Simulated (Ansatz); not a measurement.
`[OH][GeH]([Cl])[GeH3]` → `[Cl][GeH]` + `[OH][GeH3]` at 400 K and 1 bar (germylene formation by 1,1-elimination).

Gas-phase electronic energies from Ansatz, PBE0-D4/def2-TZVP geometries. CBS: MP2 limit from def2 TZ/QZ plus the TZ coupled-cluster correction, frozen cores. For Ge outer-core shells are correlated without core-valence functions, which leaves a few kJ/mol of doubt a bond. Scalar relativity is left out up to krypton. Each species was taken in one conformer, which may not be the lowest.

| species | CCSD(T)/CBS energy (Eh) | H − E (kJ/mol) | S (J/(mol·K)) |
| --- | --- | --- | --- |
| `[OH][GeH]([Cl])[GeH3]` | -4690.25241 | 158.7 | 417.7 |
| `[Cl][GeH]` | -2536.49422 | 33.6 | 277.3 |
| `[OH][GeH3]` | -2153.69723 | 116.2 | 291.7 |

H − E and S are ideal-gas, rigid-rotor, harmonic terms from PBE0-D4/def2-TZVP, for one conformer and one mirror image of each species. 1 Eh = 2625.50 kJ/mol, R = 8.31446 J/(mol·K).

**Question.** By hand: ΔE, ΔH, ΔS and ΔG.

**Answer.** ΔE = (-2536.49422) + (-2153.69723) − (-4690.25241) = 0.06096 Eh = 160.1 kJ/mol. Δ(H − E) = 33.6 + 116.2 − 158.7 = -8.9, so ΔH = 151.2 kJ/mol. ΔS = 277.3 + 291.7 − 417.7 = 151.3 J/(mol·K). ΔG = 151.2 − 400 × (151.3)/1000 = 90.7 kJ/mol.

**Question.** By hand: the equilibrium constant, and the temperature at which ΔG would vanish if ΔH and ΔS stayed fixed.

**Answer.** log₁₀ K = −ΔG/(RT ln 10) = -11.8. ΔG = 0 at ΔH/ΔS = 999 K.

The number of gas molecules changes by +1, which sets the sign of ΔS. A doubt of 5 kJ/mol in ΔE shifts log₁₀ K by 0.7 here. Other conformers and mirror images would add mixing entropy, several J/(mol·K) or more a flexible species. These are equilibria of isolated gas molecules and say nothing of rates. Largest T1 diagnostic: 0.013 (customary marks: 0.02 for closed shells, 0.045 for open ones).
